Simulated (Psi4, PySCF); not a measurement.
Here is a job for PySCF.
```python
from pyscf import gto, scf, cc

mol = gto.M(
    atom='''
O     0.00956971    0.00206403    0.11338892
H    -0.05579359    0.76362201   -0.46612807
H    -0.02076411   -0.78013425   -0.44098332
''',
    basis='def2-svpd',
    verbose=4,
)

mf = scf.RHF(mol)
mf.kernel()

mycc = cc.CCSD(mf, frozen=1)
mycc.kernel()
et = mycc.ccsd_t()
print('E(CCSD(T)) = %.10f' % (mycc.e_tot + et))
```

### Question
Give the equivalent Psi4 input.

### Answer
One answer among several that fit: 
```
memory 2 GB

molecule {
0 1
O     0.00956971    0.00206403    0.11338892
H    -0.05579359    0.76362201   -0.46612807
H    -0.02076411   -0.78013425   -0.44098332
}

set {
  basis def2-svpd
  freeze_core true
  mp2_type conv
  scf_type pk
  puream true
  d_convergence 1e-8
}

energy('ccsd(t)')
print_variables()
```

Both were run: PySCF gave -76.201944 Eh and Psi4 -76.201944 Eh, 0.000 mEh apart.
